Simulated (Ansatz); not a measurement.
Ansatz (a quantum-chemistry and plane-wave program) input for CH5AlBrNO, SMILES [O]([Al]([Br])[NH2])C, PBE0-D3(BJ)/def2-SVP. 

Ansatz 0.2 input:
```yaml
crystal:
  periodic: [false, false, false]
  atoms:
    - {symbol: Al, position_ang: [0.68413324, 0.28542204, 0.05243578]}
    - {symbol: Br, position_ang: [-1.46457605, -0.04631935, 0.60984525]}
    - {symbol: O, position_ang: [1.25448409, -0.53232549, -1.25236034]}
    - {symbol: C, position_ang: [1.82818814, -1.18316650, -2.34845135]}
    - {symbol: H, position_ang: [1.88455839, -2.25633487, -2.15308360]}
    - {symbol: H, position_ang: [1.21905752, -1.01426691, -3.23934863]}
    - {symbol: H, position_ang: [2.83529315, -0.79982934, -2.52680468]}
    - {symbol: N, position_ang: [1.64309572, 1.40051066, 1.03929969]}
    - {symbol: H, position_ang: [1.30618100, 1.90931265, 1.84323358]}
    - {symbol: H, position_ang: [2.61466815, 1.62583780, 0.88424775]}
basis:
  gaussian:
    orbitals: def2-SVP
hamiltonian:
  xc: pbe0
  dispersion: d3bj
relax: {f_tol: 0.002, max_steps: 200}
```

Output:

```
WARN ansatz: RAYON_NUM_THREADS=1 ignored (pool sized by the plan → 1); use --threads N
Functional definition: PBE0
integrals: 0.07 GiB planned
1229 factors; integrals over basis functions are off by at most 3.5e-4 eV
mean field: 0.62 GiB planned
mean field evaluation 1: about -81262.5263 eV, gradient 7.0e1 eV
mean field evaluation 2: about -81249.0081 eV, gradient 1.0e2 eV
mean field evaluation 4: about -81272.2283 eV, gradient 4.1e0 eV
mean field evaluation 8: about -81272.2831 eV, gradient 8.0e-2 eV
mean field evaluation 16: about -81272.2831 eV, gradient 2.1e-5 eV
mean field -81272.28306698 eV, -2986.7013143793 hartree, gradient 2.1e-5 eV, S^2 0.000000; 0 other end points of the search recorded, 0 dependent functions left out
the calculation of the forces begins
reference -81272.28309743 eV, -2986.7013154986 hartree; 37, 37 occupied and 80, 80 virtual orbitals, 1229 factors
relax step   1: F+E_penalty+E_count = -81272.45221388 eV  Δ(F+E_penalty+E_count) = +0.000e0 eV  max|allowed force component| = 1.069e0 eV/Å  Δτ_max = 0.0000 Å  (25 SCF iters, accepted)
these checks for a lower state are left out or cut short: starts, cluster_reference, orbital_swaps, neighbouring_geometries, increment
integrals: 0.07 GiB planned
1229 factors; integrals over basis functions are off by at most 3.6e-4 eV
mean field: 0.62 GiB planned
mean field -81272.31061227 eV, -2986.7023266502 hartree, gradient 1.3e-5 eV, S^2 0.000000; 0 other end points of the search recorded, 0 dependent functions left out
the calculation of the forces begins
reference -81272.31064258 eV, -2986.7023277640 hartree; 37, 37 occupied and 80, 80 virtual orbitals, 1229 factors
relax step   2: F+E_penalty+E_count = -81272.47934964 eV  Δ(F+E_penalty+E_count) = -2.714e-2 eV  max|allowed force component| = 5.438e-1 eV/Å  Δτ_max = 0.0488 Å  (29 SCF iters, accepted)
these checks for a lower state are left out or cut short: starts, cluster_reference, orbital_swaps, neighbouring_geometries, increment
integrals: 0.07 GiB planned
1229 factors; integrals over basis functions are off by at most 3.7e-4 eV
mean field: 0.62 GiB planned
mean field -81272.31959480 eV, -2986.7026567521 hartree, gradient 1.3e-5 eV, S^2 0.000000; 0 other end points of the search recorded, 0 dependent functions left out
the calculation of the forces begins
reference -81272.31962484 eV, -2986.7026578561 hartree; 37, 37 occupied and 80, 80 virtual orbitals, 1229 factors
relax step   3: F+E_penalty+E_count = -81272.48831821 eV  Δ(F+E_penalty+E_count) = -8.969e-3 eV  max|allowed force component| = 7.403e-2 eV/Å  Δτ_max = 0.0254 Å  (29 SCF iters, accepted)
these checks for a lower state are left out or cut short: starts, cluster_reference, orbital_swaps, neighbouring_geometries, increment
integrals: 0.07 GiB planned
1229 factors; integrals over basis functions are off by at most 3.8e-4 eV
mean field: 0.62 GiB planned
mean field evaluation 32: about -81272.3198 eV, gradient 3.3e-1 eV
mean field -81272.32007072 eV, -2986.7026742418 hartree, gradient 9.4e-6 eV, S^2 0.000000; 0 other end points of the search recorded, 0 dependent functions left out
the calculation of the forces begins
reference -81272.32010077 eV, -2986.7026753462 hartree; 37, 37 occupied and 80, 80 virtual orbitals, 1229 factors
relax step   4: F+E_penalty+E_count = -81272.48869624 eV  Δ(F+E_penalty+E_count) = -3.780e-4 eV  max|allowed force component| = 5.773e-2 eV/Å  Δτ_max = 0.0051 Å  (24 SCF iters, accepted)
these checks for a lower state are left out or cut short: starts, cluster_reference, orbital_swaps, neighbouring_geometries, increment
integrals: 0.07 GiB planned
1229 factors; integrals over basis functions are off by at most 3.7e-4 eV
mean field: 0.62 GiB planned
mean field -81272.32284707 eV, -2986.7027762708 hartree, gradient 1.2e-5 eV, S^2 0.000000; 0 other end points of the search recorded, 0 dependent functions left out
the calculation of the forces begins
reference -81272.32287714 eV, -2986.7027773759 hartree; 37, 37 occupied and 80, 80 virtual orbitals, 1229 factors
relax step   5: F+E_penalty+E_count = -81272.49158038 eV  Δ(F+E_penalty+E_count) = -2.884e-3 eV  max|allowed force component| = 4.668e-2 eV/Å  Δτ_max = 0.0502 Å  (28 SCF iters, accepted)
these checks for a lower state are left out or cut short: starts, cluster_reference, orbital_swaps, neighbouring_geometries, increment
integrals: 0.07 GiB planned
1229 factors; integrals over basis functions are off by at most 3.7e-4 eV
mean field: 0.62 GiB planned
[...]
these checks for a lower state are left out or cut short: starts, cluster_reference, orbital_swaps, neighbouring_geometries, increment
integrals: 0.07 GiB planned
1229 factors; integrals over basis functions are off by at most 4.5e-4 eV
mean field: 0.62 GiB planned
mean field -81272.38802790 eV, -2986.7051716220 hartree, gradient 1.0e-5 eV, S^2 0.000000; 0 other end points of the search recorded, 0 dependent functions left out
the calculation of the forces begins
reference -81272.38805741 eV, -2986.7051727067 hartree; 37, 37 occupied and 80, 80 virtual orbitals, 1229 factors
relax step  26: F+E_penalty+E_count = -81272.56527506 eV  Δ(F+E_penalty+E_count) = -9.568e-4 eV  max|allowed force component| = 7.352e-2 eV/Å  Δτ_max = 0.0287 Å  (30 SCF iters, accepted)
these checks for a lower state are left out or cut short: starts, cluster_reference, orbital_swaps, neighbouring_geometries, increment
integrals: 0.07 GiB planned
1229 factors; integrals over basis functions are off by at most 4.5e-4 eV
mean field: 0.62 GiB planned
mean field evaluation 192: about -81272.3889 eV, gradient 1.1e-1 eV
mean field -81272.38888522 eV, -2986.7052031281 hartree, gradient 1.0e-5 eV, S^2 0.000000; 0 other end points of the search recorded, 0 dependent functions left out
the calculation of the forces begins
reference -81272.38891473 eV, -2986.7052042124 hartree; 37, 37 occupied and 80, 80 virtual orbitals, 1229 factors
relax step  27: F+E_penalty+E_count = -81272.56636600 eV  Δ(F+E_penalty+E_count) = -1.091e-3 eV  max|allowed force component| = 1.438e-2 eV/Å  Δτ_max = 0.0238 Å  (29 SCF iters, accepted)
these checks for a lower state are left out or cut short: starts, cluster_reference, orbital_swaps, neighbouring_geometries, increment
integrals: 0.07 GiB planned
1229 factors; integrals over basis functions are off by at most 4.5e-4 eV
mean field: 0.62 GiB planned
mean field -81272.38904144 eV, -2986.7052088690 hartree, gradient 1.0e-5 eV, S^2 0.000000; 0 other end points of the search recorded, 0 dependent functions left out
the calculation of the forces begins
reference -81272.38907096 eV, -2986.7052099540 hartree; 37, 37 occupied and 80, 80 virtual orbitals, 1229 factors
relax step  28: F+E_penalty+E_count = -81272.56651904 eV  Δ(F+E_penalty+E_count) = -1.530e-4 eV  max|allowed force component| = 1.536e-2 eV/Å  Δτ_max = 0.0229 Å  (29 SCF iters, accepted)
these checks for a lower state are left out or cut short: starts, cluster_reference, orbital_swaps, neighbouring_geometries, increment
integrals: 0.07 GiB planned
1229 factors; integrals over basis functions are off by at most 4.6e-4 eV
mean field: 0.62 GiB planned
mean field -81272.38922983 eV, -2986.7052157924 hartree, gradient 9.7e-6 eV, S^2 0.000000; 0 other end points of the search recorded, 0 dependent functions left out
the calculation of the forces begins
reference -81272.38925940 eV, -2986.7052168789 hartree; 37, 37 occupied and 80, 80 virtual orbitals, 1229 factors
relax step  29: F+E_penalty+E_count = -81272.56661018 eV  Δ(F+E_penalty+E_count) = -9.114e-5 eV  max|allowed force component| = 2.827e-2 eV/Å  Δτ_max = 0.0452 Å  (28 SCF iters, accepted)
these checks for a lower state are left out or cut short: starts, cluster_reference, orbital_swaps, neighbouring_geometries, increment
integrals: 0.07 GiB planned
1229 factors; integrals over basis functions are off by at most 4.6e-4 eV
mean field: 0.62 GiB planned
mean field -81272.38926621 eV, -2986.7052171291 hartree, gradient 8.5e-6 eV, S^2 0.000000; 0 other end points of the search recorded, 0 dependent functions left out
the calculation of the forces begins
reference -81272.38929577 eV, -2986.7052182155 hartree; 37, 37 occupied and 80, 80 virtual orbitals, 1229 factors
relax step  30: F+E_penalty+E_count = -81272.56666339 eV  Δ(F+E_penalty+E_count) = -5.321e-5 eV  max|allowed force component| = 1.306e-2 eV/Å  Δτ_max = 0.0041 Å  (22 SCF iters, accepted)
these checks for a lower state are left out or cut short: starts, cluster_reference, orbital_swaps, neighbouring_geometries, increment
integrals: 0.07 GiB planned
1229 factors; integrals over basis functions are off by at most 4.6e-4 eV
mean field: 0.62 GiB planned
mean field -81272.38931423 eV, -2986.7052188940 hartree, gradient 7.1e-6 eV, S^2 0.000000; 0 other end points of the search recorded, 0 dependent functions left out
the calculation of the forces begins
reference -81272.38934380 eV, -2986.7052199807 hartree; 37, 37 occupied and 80, 80 virtual orbitals, 1229 factors
relax step  31: F+E_penalty+E_count = -81272.56668149 eV  Δ(F+E_penalty+E_count) = -1.810e-5 eV  max|allowed force component| = 9.293e-4 eV/Å  Δτ_max = 0.0035 Å  (23 SCF iters, accepted)
these checks for a lower state are left out or cut short: starts, cluster_reference, orbital_swaps, neighbouring_geometries, increment
integrals: 0.07 GiB planned
1229 factors; integrals over basis functions are off by at most 4.6e-4 eV
mean field: 0.62 GiB planned
mean field evaluation 224: about -81272.3891 eV, gradient 2.7e-1 eV
mean field -81272.38933533 eV, -2986.7052196692 hartree, gradient 2.5e-5 eV, S^2 0.000000; 0 other end points of the search recorded, 0 dependent functions left out
the calculation of the forces begins
reference -81272.38936490 eV, -2986.7052207561 hartree; 37, 37 occupied and 80, 80 virtual orbitals, 1229 factors
relax step  32: F+E_penalty+E_count = -81272.56668517 eV  Δ(F+E_penalty+E_count) = -3.675e-6 eV  max|allowed force component| = 2.474e-3 eV/Å  Δτ_max = 0.0073 Å  (21 SCF iters, accepted)
these checks for a lower state are left out or cut short: starts, cluster_reference, orbital_swaps, neighbouring_geometries, increment
integrals: 0.07 GiB planned
1229 factors; integrals over basis functions are off by at most 4.6e-4 eV
mean field: 0.62 GiB planned
mean field -81272.38934303 eV, -2986.7052199523 hartree, gradient 2.5e-5 eV, S^2 0.000000; 0 other end points of the search recorded, 0 dependent functions left out
the calculation of the forces begins
reference -81272.38937261 eV, -2986.7052210392 hartree; 37, 37 occupied and 80, 80 virtual orbitals, 1229 factors
relax step  33: F+E_penalty+E_count = -81272.56668573 eV  Δ(F+E_penalty+E_count) = -5.658e-7 eV  max|allowed force component| = 1.026e-3 eV/Å  Δτ_max = 0.0017 Å  (20 SCF iters, accepted)
integrals: 0.07 GiB planned
1229 factors; integrals over basis functions are off by at most 4.6e-4 eV
mean field: 0.62 GiB planned
mean field -81272.38934303 eV, -2986.7052199523 hartree, gradient 2.5e-5 eV, S^2 0.000000; 1 other end points of the search recorded, 0 dependent functions left out
the calculation of the forces begins
reference -81272.38937261 eV, -2986.7052210392 hartree; 37, 37 occupied and 80, 80 virtual orbitals, 1229 factors
Total energy: -81272.56671531 eV, -2986.7117382633 hartree
Atom 0 at     0.911092     0.400214    -0.064127 Å, force    -0.000521     0.000824    -0.000174 eV/Å
Atom 1 at    -1.329192     0.167868    -0.184491 Å, force    -0.000426    -0.000311    -0.000035 eV/Å
Atom 2 at     1.900383    -0.386843    -1.180496 Å, force     0.000476     0.000297     0.000587 eV/Å
Atom 3 at     1.771922    -1.229853    -2.276894 Å, force    -0.001026    -0.000326    -0.000218 eV/Å
Atom 4 at     2.302968    -2.181822    -2.099650 Å, force     0.000128    -0.000439    -0.000418 eV/Å
Atom 5 at     0.718369    -1.472398    -2.509515 Å, force     0.000654     0.000065     0.000050 eV/Å
Atom 6 at     2.215218    -0.767734    -3.176679 Å, force     0.000063    -0.000046    -0.000053 eV/Å
Atom 7 at     1.616990     1.401383     1.192679 Å, force     0.000969    -0.000331    -0.000035 eV/Å
Atom 8 at     1.086334     1.902265     1.894788 Å, force    -0.000282    -0.000021    -0.000042 eV/Å
Atom 9 at     2.610999     1.555759     1.313399 Å, force    -0.000034     0.000287     0.000339 eV/Å
Dipole moment:     0.282335     0.089153     0.094304 e Å
```

Self-consistency was reached.
